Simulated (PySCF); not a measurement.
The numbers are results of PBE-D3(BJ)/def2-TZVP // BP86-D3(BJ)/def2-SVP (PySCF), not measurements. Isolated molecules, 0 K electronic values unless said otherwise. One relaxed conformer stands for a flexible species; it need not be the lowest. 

Reference species: [Zn(OH)2] (neutral, multiplicity 1).

```
Quantity                                                        Value
------------------------------------------------------------  -------
charge on the central atom (Mulliken)                          0.50 e
mean distance from the central atom to its bonded neighbours  1.779 Å
HOMO–LUMO gap                                                 4.72 eV
```

Changed species: [Zn(OH)(Br)] (1 of 2 OH replaced by Br; the reference has 0 of 2 OH replaced by Br).

Q: Predict the effect on the charge on the central atom (Mulliken), mean distance from the central atom to its bonded neighbours and HOMO–LUMO gap.

A: the charge on the central atom (Mulliken) is nearly the same; the mean distance from the central atom to its bonded neighbours goes up by 0.231 Å, to 2.010 Å; the HOMO–LUMO gap falls by 0.21 eV, to 4.51 eV.
